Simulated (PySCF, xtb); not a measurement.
C4H7F, SMILES C=C(F)CC.

Geometry optimised at TPSSh-D3(BJ)/def2-SVP. One conformer was computed; it need not be the lowest.

The numbers are results of C-PCM-PBE0/def2-SVP in PySCF, not measurements.

The values are the electrostatic part of the solvation free energy, E(continuum) − E(gas) at the gas-phase geometry, in a cavity of scaled van der Waals radii (PySCF's table); cavitation and dispersion terms are not included. In vacuum the orbital gap is 7.81 eV. The dipole moment in vacuum is 1.49 D.

Computed values in water (ε = 78.36), N,N-dimethylformamide (ε = 37.22), toluene (ε = 2.37):
```tsv
solvent	ε	ΔG(elec) (kcal/mol)	dipole (D)	gap (eV)
water	78.36	-2.2	1.86	7.86
N,N-dimethylformamide	37.22	-2.1	1.86	7.86
toluene	2.37	-1.2	1.68	7.84
```

For comparison, GFN2-xTB/ALPB(water) (xtb, at the GFN2-xTB geometry, all terms of that model) gives -1.9 kcal/mol.
